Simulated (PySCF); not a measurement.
AlCl2F (SMILES [F][Al]([Cl])[Cl]), singlet, at a GFN2-xTB geometry (such geometries of metal compounds can be far from the true shape), with bond 4-1 at 1.4 times its length; CASSCF(8,7)/6-31G* (PySCF).

Here is a job for PySCF.
```python
from pyscf import gto, scf, mcscf
import numpy

mol = gto.M(
    atom='''
Al    0.26049093   -0.08764429   -0.04175947
F     1.81131056   -0.60943016   -0.29037235
Cl   -0.55281511   -0.51900402    1.75475633
Cl   -0.95163450    1.30718958   -2.18003072
''',
    basis='6-31g*',
    verbose=4,
)

mf = scf.RHF(mol)
mf.kernel()
mc = mcscf.CASSCF(mf, 7, 8)
mc.fix_spin_(ss=0.0)
mc.kernel()
occ = numpy.linalg.eigvalsh(mc.fcisolver.make_rdm1(mc.ci, mc.ncas, mc.nelecas))[::-1]
ss = mc.fcisolver.spin_square(mc.ci, mc.ncas, mc.nelecas)[0]
print('natural occupations', occ.round(4), ' <S^2>', round(ss, 4))
```

Task: Write the output that PySCF gives for this input, abridged.

Result: 
```
PySCF version 2.14.0

[INPUT] verbose = 4
[INPUT] num. atoms = 4
[INPUT] num. electrons = 56
[INPUT] charge = 0
[INPUT] spin (= nelec alpha-beta = 2S) = 0
[INPUT] symmetry False subgroup None
[INPUT] Mole.unit = angstrom
[INPUT] Symbol           X                Y                Z      unit          X                Y                Z       unit  Magmom
[...]
nuclear repulsion = 218.710681902429
number of shells = 30
number of NR pGTOs = 180
number of NR cGTOs = 68
basis = 6-31g*
ecp = {}

******** <class 'pyscf.scf.hf.RHF'> ********
method = RHF
initial guess = minao
damping factor = 0
level_shift factor = 0
DIIS = <class 'pyscf.scf.diis.CDIIS'>
diis_start_cycle = 1
diis_space = 8
diis_damp = 0
SCF conv_tol = 1e-09
SCF conv_tol_grad = None
SCF max_cycles = 50
direct_scf = True
direct_scf_tol = 1e-13
Set gradient conv threshold to 3.16228e-05
Initial guess from minao.
init E= -1260.26891377537
[...]
cycle= 1 E= -1260.34164992365  delta_E= -0.0727  |g|= 0.609  |ddm|= 1.79
[...]
cycle= 2 E= -1260.41887003858  delta_E= -0.0772  |g|= 0.369  |ddm|= 0.953
[...]
cycle= 3 E= -1260.44569382153  delta_E= -0.0268  |g|= 0.0388  |ddm|= 0.299
[...]
cycle= 4 E= -1260.44638790921  delta_E= -0.000694  |g|= 0.0139  |ddm|= 0.0638
[...]
cycle= 5 E= -1260.44650717704  delta_E= -0.000119  |g|= 0.00406  |ddm|= 0.0259
[...]
cycle= 6 E= -1260.44652224565  delta_E= -1.51e-05  |g|= 0.00114  |ddm|= 0.0109
[...]
cycle= 7 E= -1260.44652390508  delta_E= -1.66e-06  |g|= 0.000403  |ddm|= 0.00378
[...]
cycle= 8 E= -1260.44652407909  delta_E= -1.74e-07  |g|= 7.73e-05  |ddm|= 0.00144
[...]
cycle= 9 E= -1260.44652408461  delta_E= -5.52e-09  |g|= 2.07e-05  |ddm|= 0.000257
[...]
cycle= 10 E= -1260.44652408501  delta_E= -4.02e-10  |g|= 7.38e-06  |ddm|= 5.85e-05
[...]
Extra cycle  E= -1260.44652408507  delta_E= -6.18e-11  |g|= 4e-06  |ddm|= 1.88e-05
converged SCF energy = -1260.44652408507

******** <class 'pyscf.mcscf.mc1step.CASSCF'> ********
CAS (4e+4e, 7o), ncore = 24, nvir = 37
max_cycle_macro = 50
max_cycle_micro = 4
conv_tol = 1e-07
conv_tol_grad = None
orbital rotation max_stepsize = 0.02
orbital rotation threshold for CI restart = 0.01
augmented hessian ah_max_cycle = 30
augmented hessian ah_conv_tol = 1e-12
augmented hessian ah_linear dependence = 1e-14
augmented hessian ah_level shift = 1e-08
augmented hessian ah_start_tol = 2.5
augmented hessian ah_start_cycle = 3
augmented hessian ah_grad_trust_region = 3
kf_trust_region = 3
kf_interval = 4
ci_response_space = 4
ci_grad_trust_region = 3
with_dep4 0
natorb = False
canonicalization = True
sorting_mo_energy = False
ao2mo_level = 2
internal_rotation = False
******** <class 'pyscf.fci.addons.SpinPenaltyFCISolver'> ********
max. cycles = 50
conv_tol = 1e-08
davidson only = True
linear dependence = 1e-12
level shift = 0.001
max iter space = 12
nroots = 1
pspace_size = 400
spin = None
CASCI E = -1260.45554132872  S^2 = 0.0000000
Set conv_tol_grad to 0.000316228
macro iter   1 ( 21 JK    4 micro), CASSCF E = -1260.47879324964  dE = -2.32519209e-02  S^2 = 0.0000000
               |grad[o]|=0.0322  |grad[c]|=0.0296  |ddm|=0.0547  |maxRot[o]|=0.298
macro iter   2 ( 21 JK    4 micro), CASSCF E = -1260.48879797182  dE = -1.00047222e-02  S^2 = 0.0000000
               |grad[o]|=0.0295  |grad[c]|=0.0144  |ddm|=0.0105  |maxRot[o]|=0.308
macro iter   3 ( 12 JK    3 micro), CASSCF E = -1260.49012236719  dE = -1.32439537e-03  S^2 = 0.0000000
               |grad[o]|=0.00907  |grad[c]|=0.0035  |ddm|=0.00511  |maxRot[o]|=0.0991
macro iter   4 (  7 JK    2 micro), CASSCF E = -1260.49039583457  dE = -2.73467376e-04  S^2 = 0.0000000
               |grad[o]|=0.00354  |grad[c]|=0.00193  |ddm|=0.00275  |maxRot[o]|=0.0696
macro iter   5 (  7 JK    2 micro), CASSCF E = -1260.49047566271  dE = -7.98281374e-05  S^2 = 0.0000000
               |grad[o]|=0.0025  |grad[c]|=0.00191  |ddm|=0.00115  |maxRot[o]|=0.0699
macro iter   6 (  7 JK    2 micro), CASSCF E = -1260.49060343048  dE = -1.27767770e-04  S^2 = 0.0000000
[...]
               |grad[o]|=0.00298  |grad[c]|=0.00441  |ddm|=0.00058  |maxRot[o]|=0.0368
macro iter  33 ( 13 JK    4 micro), CASSCF E = -1260.49372560491  dE =  4.31547453e-04  S^2 = 0.0000000
               |grad[o]|=0.00115  |grad[c]|=0.0178  |ddm|=0.00265  |maxRot[o]|=0.0601
macro iter  34 ( 21 JK    4 micro), CASSCF E = -1260.49396947654  dE = -2.43871636e-04  S^2 = 0.0000000
               |grad[o]|=0.00497  |grad[c]|=0.00222  |ddm|=0.00162  |maxRot[o]|=0.0286
macro iter  35 (  7 JK    2 micro), CASSCF E = -1260.49418598059  dE = -2.16504042e-04  S^2 = 0.0000000
               |grad[o]|=0.00319  |grad[c]|=0.0033  |ddm|=0.000728  |maxRot[o]|=0.0322
macro iter  36 ( 15 JK    4 micro), CASSCF E = -1260.49352101221  dE =  6.64968381e-04  S^2 = 0.0000000
               |grad[o]|=0.00158  |grad[c]|=0.0229  |ddm|=0.002  |maxRot[o]|=0.075
macro iter  37 ( 20 JK    4 micro), CASSCF E = -1260.49378375489  dE = -2.62742683e-04  S^2 = 0.0000000
               |grad[o]|=0.00601  |grad[c]|=0.00316  |ddm|=0.000661  |maxRot[o]|=0.0178
macro iter  38 ( 21 JK    4 micro), CASSCF E = -1260.49381018356  dE = -2.64286716e-05  S^2 = 0.0000000
               |grad[o]|=0.00396  |grad[c]|=0.00637  |ddm|=0.000759  |maxRot[o]|=0.00488
macro iter  39 (  7 JK    2 micro), CASSCF E = -1260.49414695141  dE = -3.36767854e-04  S^2 = 0.0000000
               |grad[o]|=0.00383  |grad[c]|=0.00488  |ddm|=0.00111  |maxRot[o]|=0.0471
macro iter  40 (  5 JK    2 micro), CASSCF E = -1260.49424127361  dE = -9.43221946e-05  S^2 = 0.0000000
               |grad[o]|=0.00188  |grad[c]|=0.00177  |ddm|=0.000841  |maxRot[o]|=0.0246
macro iter  41 ( 15 JK    4 micro), CASSCF E = -1260.49429328522  dE = -5.20116139e-05  S^2 = 0.0000000
               |grad[o]|=0.00099  |grad[c]|=0.00203  |ddm|=0.00311  |maxRot[o]|=0.0321
macro iter  42 ( 15 JK    4 micro), CASSCF E = -1260.49430339118  dE = -1.01059600e-05  S^2 = 0.0000000
               |grad[o]|=0.000506  |grad[c]|=0.0013  |ddm|=0.00171  |maxRot[o]|=0.0205
macro iter  43 (  7 JK    2 micro), CASSCF E = -1260.49430538875  dE = -1.99756278e-06  S^2 = 0.0000000
               |grad[o]|=0.000227  |grad[c]|=0.000947  |ddm|=0.000437  |maxRot[o]|=0.00842
macro iter  44 (  4 JK    1 micro), CASSCF E = -1260.49430612175  dE = -7.33007028e-07  S^2 = 0.0000000
               |grad[o]|=0.000132  |grad[c]|=0.000864  |ddm|=0.000131  |maxRot[o]|=0.00377
macro iter  45 (  3 JK    1 micro), CASSCF E = -1260.49430673454  dE = -6.12785470e-07  S^2 = 0.0000000
               |grad[o]|=0.000101  |grad[c]|=0.000796  |ddm|=8.63e-05  |maxRot[o]|=0.00359
macro iter  46 (  3 JK    1 micro), CASSCF E = -1260.49430725287  dE = -5.18330353e-07  S^2 = 0.0000000
               |grad[o]|=7.72e-05  |grad[c]|=0.000734  |ddm|=7.02e-05  |maxRot[o]|=0.00331
macro iter  47 (  3 JK    1 micro), CASSCF E = -1260.49430769390  dE = -4.41030807e-07  S^2 = 0.0000000
               |grad[o]|=6.59e-05  |grad[c]|=0.000678  |ddm|=5.86e-05  |maxRot[o]|=0.00307
macro iter  48 (  3 JK    1 micro), CASSCF E = -1260.49430807147  dE = -3.77570132e-07  S^2 = 0.0000000
               |grad[o]|=5.64e-05  |grad[c]|=0.000628  |ddm|=4.94e-05  |maxRot[o]|=0.00286
macro iter  49 (  3 JK    1 micro), CASSCF E = -1260.49430839586  dE = -3.24395842e-07  S^2 = 0.0000000
               |grad[o]|=5.13e-05  |grad[c]|=0.000582  |ddm|=4.35e-05  |maxRot[o]|=0.00266
macro iter  50 (  3 JK    1 micro), CASSCF E = -1260.49430867520  dE = -2.79337655e-07  S^2 = 0.0000000
               |grad[o]|=4.6e-05  |grad[c]|=0.00054  |ddm|=3.95e-05  |maxRot[o]|=0.00248
1-step CASSCF not converged,  50 macro (626 JK 144 micro) steps
CASSCF canonicalization
Density matrix diagonal elements [1.99470043 1.94671379 1.99047169 1.99103631 0.05505965 0.01112678
 0.01089136]
CASSCF energy = -1260.49430867520
CASCI E = -1260.49430867520  E(CI) = -17.0525072769371  S^2 = 0.0000000
natural occupations [1.9967 1.9907 1.9906 1.9495 0.0506 0.011  0.0109]  <S^2> 0.0
```

The run did not converge; its last values are not results.
